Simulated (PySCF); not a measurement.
A structure optimised at B3LYP-D3(BJ)/def2-SVP, used in a PySCF frequency run:

```
C
H 1 1.1044
H 1 1.1063 2 105.76
C 1 1.5299 2 108.85 3 117.30
H 4 1.1051 1 109.16 2 -179.59
H 4 1.1051 5 105.69 1 117.19
C 4 1.5278 5 109.62 6 118.04
H 7 1.1016 4 111.71 5 -57.75
H 7 1.1029 8 107.61 4 -122.33
H 7 1.1029 8 107.61 9 -115.34
C 1 1.5301 2 109.97 3 -117.77
H 11 1.1047 1 108.70 2 -177.19
H 11 1.1062 12 105.76 1 -117.08
C 11 1.5333 12 108.88 13 -117.24
H 14 1.1038 11 108.68 12 51.37
H 14 1.1054 15 105.81 11 117.01
C 14 1.5295 15 109.03 16 117.62
H 17 1.1015 14 111.94 15 -174.77
H 17 1.1016 18 107.30 14 -122.39
H 17 1.1032 18 107.42 19 -115.42
```
Charge 0, spin multiplicity 1.

**Question.** Write its SMILES and formula.

**Answer.** CCCCCC, C₆H₁₄

**Question.** What are its rotational constants (standard atomic weights)?

**Answer.** 8.6567, 1.3372, 1.2430 GHz
